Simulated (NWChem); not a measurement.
**Basis-set convergence for H3NSn**

```xyz
5

Sn    -0.2501     0.2128     0.0000
H      1.0320     1.4896     0.0000
N      1.1864    -1.2535     0.0000
H      2.1987    -1.0982     0.0000
H      0.9686    -2.2544     0.0000
```
Charge 0, spin multiplicity 1.

Everything below was run with NWChem. The geometry was optimised at PBE/def2-SVP with def2 effective core potentials on Sn, a minimum by its harmonic frequencies. It is one conformer; others weren't searched.

Quantity: vertical ionisation energy at the level ΔPBE0 (Δ: difference of total energies, the cation a doublet at the parent's geometry with its hole in an orbital of symmetry a' (Cs labels); it is the state that the SCF runs reached, from PBE0 orbitals for Hartree-Fock references, and need not be the lowest).

Effective core potentials replace the inner electrons of Sn; spin-orbit coupling is left out. The structure started from a generated list of species. The stability of the SCF solutions was not checked.

The cost column gives rough processor time relative to def2-SVP; each entry includes its own SCF.

In def2-QZVP the value is 8.78 eV. Among def2-SVP, def2-SVPD, def2-TZVP, def2-TZVPD, def2-TZVPP, which is the smallest basis within 0.2 eV of it?

def2-SVP, with 55 functions against 229 and about 1.0 % of the time (also within reach: def2-SVPD, def2-TZVP, def2-TZVPD, def2-TZVPP). def2-QZVP isn't the basis-set limit itself, and a small set can land close by cancellation.

| basis | functions | vertical ionisation energy (eV) | relative cost |
|---|---|---|---|
| def2-SVP | 55 | 8.71 | 1 |
| def2-SVPD | 76 | 8.78 | under 3 |
| def2-TZVP | 99 | 8.77 | under 3 |
| def2-TZVPD | 120 | 8.79 | 3 |
| def2-TZVPP | 123 | 8.77 | 3 |
| def2-QZVP | 229 | 8.78 | 100 |
